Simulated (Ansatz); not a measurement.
`N[SiH2]CBO` → `BN[SiH2]OC`  (isomerisation)

Program: Ansatz. Geometries: PBE0-D4/def2-TZVP. ΔE: electronic, gas phase. CCSD(T)/CBS is the MP2 limit (def2-TZVPP, def2-QZVPP) plus CCSD(T) − MP2 in def2-TZVPP, frozen cores. DFT in def2-TZVPP. Each species was taken in one conformer, which may not be the lowest.

| level | ΔE (kJ/mol) | difference from CCSD(T)/CBS |
| --- | --- | --- |
| PBE-D4 | 27.8 | 10.0 |
| r2SCAN-D4 | 22.5 | 4.7 |
| ωB97X-V | 14.4 | -3.4 |
| ωB97M-V | 19.4 | 1.6 |
| B2PLYP | 11.3 | -6.5 |
| r2SCAN | 22.2 | 4.4 |
| PBE0 | 25.1 | 7.3 |
| HF/def2-TZVPP | -7.7 | -25.5 |
| MP2/def2-TZVPP | 19.9 | 2.1 |
| CCSD/def2-TZVPP | 13.3 | -4.5 |
| HF/def2-QZVPP | -9.0 | -26.8 |
| MP2/def2-QZVPP | 20.8 | 3.0 |
| SCS-MP2/def2-QZVPP | 11.0 | -6.8 |
| HF/CBS(def2) | -9.2 | -27.0 |
| MP2/CBS(def2) | 22.2 | 4.4 |
| CCSD/CBS(def2) | 15.5 | -2.3 |
| CCSD(T)/CBS | 17.8 | 0 |

Largest T1 diagnostic among the species: 0.012.

In def2-TZVPP, CCSD(T) changes the Hartree–Fock value by +23.1 kJ/mol (the triples alone add +2.2 kJ/mol) and MP2 by +27.6 kJ/mol.

CCSD(T)/CBS has its own doubt, a few kJ/mol and more with outer-core shells, so smaller differences from it don't rank the levels.
